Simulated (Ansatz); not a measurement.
Relaxed structures of HSeSO (charge -1), closed shell (PBE0-D4/def2-TZVPD; forces vanish, vibrations not checked; lower isomers may exist, and structures with a doubtful reference or unclear bonds are left out; Å). Program: Ansatz 0.2.0. Basis: def2-TZVPPD. Cores are frozen in the correlated methods. Filled d shells of the heavier atoms are correlated. The def2 sets are not built for correlating such inner shells, so the correlated values are less sure here.

(1) Rank them by CCSD(T) energy, lowest first, and give each one's height above the lowest. Links in brackets join atoms within 1.22 times the sum of their covalent radii (1.1 for two metals). (Judge from chemistry; the value comes from the calculation.)
A.
HSeSO ([OH][S][Se]), total charge -1
```
4
angstrom
O 0.0444 0.0435 -1.1683
S -1.0806 0.0012 0.1172
Se -0.0608 0.8575 1.8329
H 0.7840 -0.4922 -0.8582
```
B.
HSeSO ([OH][Se][S]), total charge -1
```
4
angstrom
O 1.5148 -0.5946 -1.5862
S -0.7510 0.1813 0.5146
Se -0.1326 0.2873 -1.5335
H 1.2961 -1.4899 -1.3078
```
C.
HSeSO ([O][SH][Se]), total charge -1
```
4
angstrom
O -0.2545 0.8748 1.8881
S -1.1124 0.6288 0.6818
Se -0.0423 -0.1733 -1.0626
H -1.7638 -0.5539 0.9586
```
D.
HSeSO ([O][S][SeH]), total charge -1
```
4
angstrom
O -0.3166 0.8338 1.7595
S -1.0259 0.1232 0.6042
Se 0.2237 0.1079 -1.2911
H 1.1187 -1.0649 -1.0726
```

The T1 diagnostic stays at or below 0.018.

Answers

(1) By the calculation: B (0.0 kJ/mol), A (6.1 kJ/mol), C (38.3 kJ/mol), D (65.1 kJ/mol). Heights count from the lowest.

For scale, one of the runs: CCSD(T)/def2-TZVPPD, 165 basis functions, launched by `ansatz run in.yaml --threads 2 --pin off --events-out ev --progress --plain --max-ram 4352MiB`. Hardware: 2 CPU threads of an Intel Xeon, shared host. Wall time 95 s; peak host memory 1.3 GiB.
